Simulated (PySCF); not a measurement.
Si(OSiH3)(F)3 (F₃H₃OSi₂), SMILES F[Si](F)(F)O[SiH3]. Heavy atoms are numbered as in [F:1][Si:2]([F:3])([F:4])[O:5][SiH3:6]. Hydrogens are named by the atom that carries them.

Coordinates come from a B3LYP-D3(BJ)/def2-SVP optimisation. Other conformers were not sampled.

These are PBE0/pcSseg-1 run with PySCF values and carry that method's errors.

GIAO shieldings, no solvent; atoms alike by connectivity are averaged. δ = σ(ref) − σ: ¹⁹F against CFCl3 (σ = 167.2 ppm); ²⁹Si against TMS (σ = 352.7 ppm); ¹⁷O against H2O (σ = 334.2 ppm); ¹H against TMS (σ = 31.56 ppm), references at their B3LYP-D3(BJ)/def2-TZVP geometries, non-relativistic.

Computed chemical shifts:
```tsv
nucleus	atoms	count	δ (ppm)
¹⁹F	F1	3	-167.9
²⁹Si	Si6 (SiH3)	1	-29.9
²⁹Si	Si2	1	-103.2
¹⁷O	O5	1	26.3
¹H	H on Si6	3	5.40
```
